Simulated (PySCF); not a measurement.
Compound: C₅H₅ClO.
SMILES: `C=C/C=C/C(=O)Cl`

Computed with TDDFT PBE0/def2-SVPD, vertical, gas phase, core orbitals frozen in the response (PySCF 2.14.0, density-fitted response routines). Isolated species at its GFN2-xTB geometry (one conformer only). Torsions of this conformer, `[CH2:1]=[CH:2]/[CH:3]=[CH:4]/[C:5](=[O:6])[Cl:7]`: C1–C2–C3–C4 180°, C3–C4–C5–O6 0°.

```csv
state,E (eV),λ (nm),ν̃ (cm⁻¹),f,|μ| (D),symmetry,"main configurations (H = HOMO, L = LUMO)"
S1,4.13,300.1,33320,0.0000,0.02,–,H-1→L (94%)
S2,4.81,257.8,38790,0.775,6.52,A′,H→L (97%)
S3,5.20,238.3,41960,0.0002,0.10,–,H-2→L (97%)
S4,5.58,222.2,45010,0.016,0.88,A′,H-3→L (95%)
S5,6.54,189.7,52730,0.0006,0.16,–,H-5→L (96%)
S6,6.54,189.5,52760,0.040,1.26,A′,"H-4→L (66%), H→L+1 (29%)"
S7,7.13,174.0,57480,0.0002,0.08,–,"H-1→L+1 (81%), H-1→L+5 (9%)"
S8,7.21,172.0,58120,0.0002,0.09,–,H→L+2 (93%)
```

Triplets (Tamm–Dancoff): T1 2.64 eV, H→L (95%); T2 3.77 eV, H-1→L (90%); T3 4.62 eV, H-4→L (47%), H→L+1 (23%), H-3→L (23%).

The lowest singlet comes at 300 nm (399 kJ/mol) in the ultraviolet; it is dark (f under 0.0005); its leading configuration is HOMO-1→LUMO (94%). The strongest level in the table is S2 at 4.81 eV (258 nm, f = 0.775). S5/S6 lie within about 0.01 eV of each other. Löwdin shares by element: HOMO carbon 79% or more (atoms not listed hold the other 21%); LUMO carbon 67% or more (atoms not listed hold the other 33%). The listed states span 3.07 eV, and the widest gap between neighbours is 0.96 eV (S4 to S5). Orbital energies (eV): HOMO-3 -9.24, HOMO-2 -9.22, HOMO-1 -8.49, HOMO -7.77, LUMO -2.76, LUMO+1 0.02, LUMO+2 0.63. The oscillator strengths of these states sum to 0.833; summed over the whole spectrum of an exact calculation they would give the number of electrons, 60 (Thomas–Reiche–Kuhn). Symmetry labels in Cs follow from the direction of the transition dipole and are given only for states with f of 0.002 or more. Singlets were solved by full linear response, triplets in the Tamm–Dancoff approximation.
